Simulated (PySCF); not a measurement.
Te(SiH3)2 (H6Si2Te), SMILES [SiH3][Te][SiH3].

Geometry: B3LYP-D3(BJ)/def2-SVP. The def2 effective core potentials stand for the cores of Te; spin–orbit coupling is left out.

All values below come from PySCF with PBE/def2-TZVPD.

Isolated molecule, no solvent.

The total energy is -850.33963 hartree, the point group is C2v and the highest occupied level comes out as -5.53 eV. The lowest empty level is -1.67 eV. The orbital gap is 3.86 eV, the dipole moment is 0.51 D and the quadrupole, principal values (traceless, Buckingham form, about the centre of nuclear charge) comes out as -3.71, 0.29, 3.41 D·Å. The mean static polarisability comes out as 108.2 bohr³ (16.03 Å³) and the polarisability, principal values is 87.1, 107.6, 129.8 bohr³.
